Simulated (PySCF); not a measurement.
## B2PLYP on Yb (ytterbium, neutral)

Configuration: [Xe] 4f14 5d2, high-spin 3F determinant (an excited configuration). Computed with PySCF 2.14 in x2c-TZVPPall (11s7p7d4f2g, 113 functions), with the spin-free X2C one-electron Hamiltonian (Gaussian nucleus).

```json
{"Total energy, PT2 part included": "-14058.56 hartree", "One-electron energy": "-19310.23 hartree", "Hartree (Coulomb) energy": "5548.50 hartree", "Exchange-correlation energy": "-296.44 hartree", "PT2 correlation before scaling by 0.27": "-1.48081 hartree", "⟨S²⟩": "2.0022", "⟨L²⟩": "12.029", "Sum of ⟨r⟩": "44.46 bohr", "Sum of ⟨r²⟩": "81.44 bohr²", "Traceless quadrupole moment −½Σ⟨3z² − r²⟩ along its main axis": "0.00120 e·bohr²", "Langevin diamagnetic susceptibility": "-64.5 ×10⁻⁶ cm³/mol", "Time after the integrals": "of the order of 6 core-seconds"}
```

| shell | electrons | mean orbital energy (eV) | spread (eV) | rms radius, mean of both spins (bohr) |
| --- | --- | --- | --- | --- |
| 1s β | 1 | -61368.8 | 0 | 0.0223 |
| 1s α | 1 | -61368.8 | 0 | 0.0223 |
| 2s α | 1 | -10466.5 | 0 | 0.0901 |
| 2s β | 1 | -10466.5 | 0 | 0.0901 |
| 2p α | 3 | -9245.9 | 0 | 0.0815 |
| 2p β | 3 | -9245.9 | 0 | 0.0815 |
| 3s β | 1 | -2388.3 | 0 | 0.231 |
| 3s α | 1 | -2388.3 | 0 | 0.231 |
| 3p β | 3 | -2015.1 | 0 | 0.232 |
| 3p α | 3 | -2015.0 | 0 | 0.232 |
| 3d β | 5 | -1548.2 | 0.010 | 0.212 |
| 3d α | 5 | -1548.2 | 0.016 | 0.212 |
| 4s β | 1 | -483.56 | 0 | 0.519 |
| 4s α | 1 | -483.53 | 0 | 0.519 |
| 4p β | 3 | -359.26 | 0 | 0.552 |
| 4p α | 3 | -359.23 | 0 | 0.552 |
| 4d β | 5 | -191.40 | 0.035 | 0.605 |
| 4d α | 5 | -191.38 | 0.044 | 0.605 |
| 5s α | 1 | -60.014 | 0 | 1.30 |
| 5s β | 1 | -59.701 | 0 | 1.30 |
| 5p α | 3 | -30.510 | 0 | 1.57 |
| 5p β | 3 | -29.921 | 0 | 1.57 |
| 4f α | 7 | -7.586 | 0.007 | 0.886 |
| 4f β | 7 | -7.565 | 0.069 | 0.886 |
| 5d α | 2 | -1.981 | 0 | 4.76 |

Spin-orbit coupling, absent here, splits the open shell strongly.

Densities and radii are taken from the X2C orbitals without a picture-change correction, which distorts them close to the nucleus.

The orbital energies are those of the SCF part of the double hybrid.
